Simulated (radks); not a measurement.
Results of a calculation; reference values are marked as such.
Species: Mo+. Configuration: [Kr] 4d4.75 5d0.25 (fractional occupations, a model configuration).

Code: a radial shooting solver on a logarithmic mesh with Libxc functionals. Model: scalar-relativistic Kohn-Sham, TASK exchange with Perdew-Wang LDA correlation, spin-polarised, spherical densities, finite nucleus; open shells are filled with parallel spins first (spin-orbit coupling, left out, can overturn this in heavy ions); meta-GGA in the generalised Kohn-Sham scheme; Fermi nuclear charge, rms radius 4.4091 fm.

Energy parts (Ry):
part                        energy
total                  -8096.01976
kinetic                 8345.90928
electron-nucleus      -19489.65757
Hartree                 3293.50679
exchange-correlation    -245.77826

Orbitals (lengths in bohr, moments of r in powers of bohr; <r^-3> diverges for s and p1/2):
| orbital | occ. | eigenvalue (Ry) | <r> | <r^-3> | <r^4> | <r^2> |
|---|---|---|---|---|---|---|
| 1s down | 1 | -1460.815 | 0.03521 | - | 7.252e-06 | 0.001673 |
| 1s up | 1 | -1460.811 | 0.03521 | - | 7.252e-06 | 0.001673 |
| 2s up | 1 | -208.0181 | 0.1539 | - | 0.001346 | 0.02793 |
| 2s down | 1 | -207.9608 | 0.1539 | - | 0.001345 | 0.02793 |
| 2p up | 3 | -185.9402 | 0.1341 | 2549 | 0.0009646 | 0.02199 |
| 2p down | 3 | -185.8989 | 0.1341 | 2550 | 0.0009641 | 0.02198 |
| 3s up | 1 | -36.32824 | 0.4290 | - | 0.06918 | 0.2110 |
| 3s down | 1 | -36.30650 | 0.4291 | - | 0.06921 | 0.2111 |
| 3p up | 3 | -29.03921 | 0.4305 | 428.1 | 0.07640 | 0.2159 |
| 3p down | 3 | -29.01309 | 0.4306 | 427.5 | 0.07632 | 0.2159 |
| 3d up | 5 | -17.14056 | 0.4151 | 56.47 | 0.08418 | 0.2075 |
| 3d down | 5 | -17.09155 | 0.4151 | 56.42 | 0.08368 | 0.2073 |
| 4s up | 1 | -5.62561 | 1.124 | - | 3.160 | 1.435 |
| 4s down | 1 | -5.36259 | 1.110 | - | 2.990 | 1.400 |
| 4p up | 3 | -3.67713 | 1.254 | 58.78 | 5.245 | 1.806 |
| 4p down | 3 | -3.36672 | 1.230 | 62.09 | 4.789 | 1.733 |
| 4d up | 4.75 | -0.96702 | 1.769 | 4.109 | 26.62 | 3.742 |
| 5d up | 0.25 | -0.16401 | 9.288 | 0.05186 | 13020 | 95.19 |

The highest occupied level is 5d up at -2.231 eV. Spin moment in Bohr magnetons: 5. The density falls to 0.001 e/bohr^3 at r = 3.74 bohr. The spin density at the nucleus is -5.148 e/bohr^3 (1s 0.132, 2s -1.402, 3s 1.158, 4s -5.037). The electron density at the nucleus is 9.275e+04 e/bohr^3 (large components only). Summed over all electrons, <r^2> = 59.01 bohr^2, which gives a Langevin (diamagnetic) susceptibility term of -46.7 x 10^-6 cm^3/mol.
